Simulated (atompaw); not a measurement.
## u(r) = r·R(r): atom against pseudo-atom (cobalt)

Columns: radius, all-electron u(r) and pseudo u(r) of the 3p shell (level -67.69 eV) of cobalt in the configuration [Ne] 3s2 3p6 3d7 4s1.75 4p0; PBE, scalar-relativistic, PAW (atompaw) scheme, atompaw 4.2.0.5.

```json
{"r (bohr)": "0.077", "all-electron": "-0.4649", "pseudo": "0.0351"}
{"r (bohr)": "0.154", "all-electron": "-0.6089", "pseudo": "0.1356"}
{"r (bohr)": "0.231", "all-electron": "-0.3087", "pseudo": "0.2885"}
{"r (bohr)": "0.308", "all-electron": "0.1442", "pseudo": "0.4739"}
{"r (bohr)": "0.385", "all-electron": "0.5642", "pseudo": "0.6687"}
{"r (bohr)": "0.462", "all-electron": "0.8787", "pseudo": "0.8493"}
{"r (bohr)": "0.538", "all-electron": "1.0746", "pseudo": "0.9943"}
{"r (bohr)": "0.615", "all-electron": "1.1724", "pseudo": "1.0936"}
{"r (bohr)": "0.692", "all-electron": "1.1931", "pseudo": "1.1393"}
{"r (bohr)": "0.769", "all-electron": "1.1603", "pseudo": "1.1333"}
{"r (bohr)": "0.846", "all-electron": "1.0940", "pseudo": "1.0848"}
{"r (bohr)": "0.923", "all-electron": "1.0089", "pseudo": "1.0073"}
{"r (bohr)": "1.000", "all-electron": "0.9152", "pseudo": "0.9152"}
{"r (bohr)": "1.077", "all-electron": "0.8200", "pseudo": "0.8200"}
{"r (bohr)": "1.154", "all-electron": "0.7277", "pseudo": "0.7277"}
{"r (bohr)": "1.231", "all-electron": "0.6410", "pseudo": "0.6410"}
{"r (bohr)": "1.308", "all-electron": "0.5612", "pseudo": "0.5612"}
{"r (bohr)": "1.385", "all-electron": "0.4890", "pseudo": "0.4890"}
{"r (bohr)": "1.462", "all-electron": "0.4244", "pseudo": "0.4244"}
{"r (bohr)": "1.538", "all-electron": "0.3679", "pseudo": "0.3679"}
{"r (bohr)": "1.615", "all-electron": "0.3174", "pseudo": "0.3174"}
{"r (bohr)": "1.692", "all-electron": "0.2733", "pseudo": "0.2733"}
{"r (bohr)": "1.769", "all-electron": "0.2348", "pseudo": "0.2348"}
{"r (bohr)": "1.846", "all-electron": "0.2014", "pseudo": "0.2014"}
{"r (bohr)": "1.923", "all-electron": "0.1725", "pseudo": "0.1725"}
{"r (bohr)": "2.000", "all-electron": "0.1476", "pseudo": "0.1476"}
```

Q: How many radial nodes do the two functions have?

A: The all-electron 3p function has n − l − 1 = 1; the pseudo-wave has 0, since the states of the same l below it are removed with the core.

Q: At about which radius was the pseudo-wave matched?

A: 1.05 bohr, where the columns begin to agree (steps of 0.08 bohr).

Q: Is the pseudo-wave norm-conserving?

A: No, it belongs to a PAW set: the norm inside the radius is not constrained, and the difference is carried by the augmentation charge.
